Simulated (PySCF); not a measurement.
Work out the structure from these simulated measurements.

Formula: C5H7F3O2.

- UV, first state: lowest singlet excitation: 7.35 eV (169 nm, f = 0.003) [TDDFT CAM-B3LYP/def2-SVPD]
- 13C NMR: chemical shifts (computed TMS as zero) by class: 110.8 (1 C), 66.3 (1 C), 61.3 (1 C), 60.6 (1 C), 58.5 (1 C) ppm [GIAO HF/pcSseg-1]
- Rotational structure: rotational constants A, B, C: 2.642, 0.938, 0.814 GHz [PBE0-D3(BJ)/def2-SVP]
- UV, strongest line: among the 10 lowest singlet transitions: S2 at 7.69 eV (161 nm, f = 0.079) [TDDFT CAM-B3LYP/def2-SVPD]
- Polarisability: 67.9 au [CAM-B3LYP/def2-SVPD]
- Triplet: lowest triplet excitation (Tamm–Dancoff): 7.11 eV [TDA CAM-B3LYP/def2-SVPD]
- NMR, other nuclei: isotropic shieldings of nuclei other than C and H, by class: 325 (1 O), 338 (1 O), 308 (3 F) ppm [GIAO HF/pcSseg-1]

The electronic properties come from PySCF, for the isolated species, density fitting. Levels stand in brackets. One conformer (not necessarily the lowest) at the PBE0-D3(BJ)/def2-SVP geometry, without solvent, vibrations or thermal averaging. Each NMR value is the plain mean over a class of atoms that symmetry, rotation or inversion makes alike.

Task: What is the compound? Reason from the data.

Result: Numbering: `[F:1][C:2]([F:3])([F:4])[C@H:5]1[CH2:6][O:7][CH2:8][CH2:9][O:10]1`. Its formula, C5H7F3O2, gives 1 degree of unsaturation: 1 ring and 0 π bonds in the structure found. 5 carbons fall into 5 classes; from least to most shielded: CF3 carbon [C2] (110.8 ppm), ring sp3 carbon bound to oxygen [C5] (66.3 ppm), ring sp3 carbon bound to oxygen [C9] (61.3 ppm), ring sp3 carbon bound to oxygen [C8] (60.6 ppm), ring sp3 carbon bound to oxygen [C6] (58.5 ppm). The other shieldings belong to: 325 ppm, cyclic ether oxygen [O10]; 338 ppm, cyclic ether oxygen [O7]; 308 ppm, fluorine of a CF3 group [F1/F3/F4]. The optimised geometry has point group C1 and is an asymmetric top. Structure: `FC(F)(F)[C@H]1COCCO1`. Computed isomers that give other values at the same levels: `FC(F)(F)C1OCCCO1` (rotational constant A: 2.358 GHz; this holds for the one conformer computed); `C=C(COC(F)(F)F)OC` (rotational constant A: 2.367 GHz; this holds for the one conformer computed); `C[C@@H]1OCC(F)(F)[C@@H](F)O1` (rotational constant A: 2.205 GHz; this holds for the one conformer computed). The assignments are read from this structure; whether some other isomer fits the data as well wasn't checked. The mirror image fits equally.
